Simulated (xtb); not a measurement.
H$_{5}$O$_{6}$Si$_{2}$, doublet, from a rough starting geometry; xtb 6.7.1 with GFN2-xTB.

The xtb input:
```
$ xtb mol.xyz --gfn 2 --uhf 1 --opt vtight --json

# file mol.xyz
13

O      2.74183380    -0.26878426    -0.93149154
Si     1.49825704     0.72815713    -0.50948835
O      1.59313354     0.97422801     1.18332646
O      0.01548175     0.01585185    -0.82809829
Si    -1.35079645    -0.25552508    -0.05213201
O     -1.28983595     0.50017563     1.41232186
O     -1.67167010    -1.79998663    -0.01718188
O     -2.59263286     0.38196199    -0.91789646
H      2.74851013    -0.82541500    -1.67031035
H      2.39389880     1.14054712     1.49134247
H     -0.45860648     0.65236320     1.73796860
H     -0.91288221    -2.45600140    -0.17538167
H     -2.97063922     1.25914404    -0.62495728
```

It wrote (shortened):

```
   ID    Z sym.   atoms
    1    8 O      1, 3, 4, 6-8
    2   14 Si     2, 5
    3    1 H      9-13

           -------------------------------------------------
          |                Calculation Setup                |
           -------------------------------------------------

           -------------------------------------------------
          |                 G F N 2 - x T B                 |
           -------------------------------------------------

          ...................................................
          :                      SETUP                      :
          :.................................................:
          :  # basis functions                  49          :
          :  # atomic orbitals                  47          :
          :  # shells                           23          :
          :  # electrons                        49          :
          :  max. iterations                   250          :
          :  Hamiltonian                  GFN2-xTB          :
          :  restarted?                      false          :
          :  GBSA solvation                  false          :
          :  PC potential                    false          :
          :  electronic temp.          300.0000000     K    :
          :  accuracy                    1.0000000          :
          :  -> integral cutoff          0.2500000E+02      :
          :  -> integral neglect         0.1000000E-07      :
          :  -> SCF convergence          0.1000000E-05 Eh   :
          :  -> wf. convergence          0.1000000E-03 e    :
          :  Broyden damping             0.4000000          :
          :  net charge                          0          :
          :  unpaired electrons                  1          :
          ...................................................

 iter      E             dE          RMSdq      gap      omega  full diag
   1    -30.8076642 -0.308077E+02  0.792E+00    4.46       0.0  T
   2    -30.8444057 -0.367415E-01  0.459E+00    4.51       1.0  T
   3    -30.8442534  0.152303E-03  0.992E-01    4.59       1.0  T
   4    -30.8515510 -0.729760E-02  0.704E-01    4.56       1.0  T
   5    -30.8528808 -0.132978E-02  0.194E-01    4.59       1.0  T
   6    -30.8529039 -0.230931E-04  0.817E-02    4.59       1.0  T
   7    -30.8528849  0.190278E-04  0.546E-02    4.60       1.0  T
   8    -30.8529117 -0.267899E-04  0.226E-02    4.59       1.2  T
[...]
 * total energy  :   -30.6838419 Eh     change       -0.4535322E-06 Eh
 * total energy  :   -30.6838424 Eh     change       -0.4400951E-06 Eh
 * total energy  :   -30.6838428 Eh     change       -0.3951194E-06 Eh
 * total energy  :   -30.6838431 Eh     change       -0.2849320E-06 Eh
 * total energy  :   -30.6838433 Eh     change       -0.2367044E-06 Eh
 * total energy  :   -30.6838435 Eh     change       -0.2354339E-06 Eh
 * total energy  :   -30.6838438 Eh     change       -0.2642940E-06 Eh
 * total energy  :   -30.6838441 Eh     change       -0.2929007E-06 Eh
 * total energy  :   -30.6838444 Eh     change       -0.2801417E-06 Eh
 * total energy  :   -30.6838446 Eh     change       -0.2116830E-06 Eh
 * total energy  :   -30.6838447 Eh     change       -0.1326313E-06 Eh
 * total energy  :   -30.6838448 Eh     change       -0.8402103E-07 Eh
   *** GEOMETRY OPTIMIZATION CONVERGED AFTER 85 ITERATIONS ***
         :: total energy             -30.683844807585 Eh    ::
[...]
    10   1 H        0.811     0.314     0.680     1.295
    11   1 H        0.815     0.328     0.642     1.258
    12   1 H        0.813     0.319     0.664     1.280
    13   1 H        0.813     0.315     0.677     1.292

 Mol. C6AA /au·bohr⁶  :       3038.075040
 Mol. C8AA /au·bohr⁸  :     112764.580620
 Mol. α(0) /au        :         95.155090

Wiberg/Mayer (AO) data.
largest (>0.10) Wiberg bond orders for each atom

 ---------------------------------------------------------------------------
     #   Z sym  total        # sym  WBO       # sym  WBO       # sym  WBO
 ---------------------------------------------------------------------------
     1   8 O    2.170 --     2 Si   1.173     9 H    0.885
     2  14 Si   3.446 --     1 O    1.173     3 O    1.158     4 O    1.071
     3   8 O    2.154 --     2 Si   1.158    10 H    0.882
     4   8 O    2.271 --     2 Si   1.071     5 Si   0.975
     5  14 Si   4.398 --     6 O    1.150     7 O    1.133     8 O    1.114
                             4 O    0.975
     6   8 O    2.162 --     5 Si   1.150    11 H    0.868
     7   8 O    2.161 --     5 Si   1.133    12 H    0.884
     8   8 O    2.141 --     5 Si   1.114    13 H    0.889
     9   1 H    0.903 --     1 O    0.885
    10   1 H    0.902 --     3 O    0.882
    11   1 H    0.893 --     6 O    0.868
    12   1 H    0.898 --     7 O    0.884
    13   1 H    0.901 --     8 O    0.889
 ---------------------------------------------------------------------------

Topologies differ in total number of bonds
Writing topology from bond orders to xtbtopo.mol

molecular dipole:
                 x           y           z       tot (Debye)
 q only:        0.594       0.215      -0.429
   full:        0.547      -0.116      -0.411       1.764
molecular quadrupole (traceless):
                xx          xy          yy          xz          yz          zz
 q only:       -0.418       0.287       1.036       2.287       1.887      -0.618
  q+dip:       -2.120      -2.801       1.226       4.642       3.402       0.895
   full:       -0.313      -2.189       0.226       5.102       4.207       0.088

optimized geometry written to: xtbopt.xyz

           -------------------------------------------------
          | TOTAL ENERGY              -30.683844807585 Eh   |
          | GRADIENT NORM               0.000095816662 Eh/α |
          | HOMO-LUMO GAP               4.815547406129 eV   |
           -------------------------------------------------
```
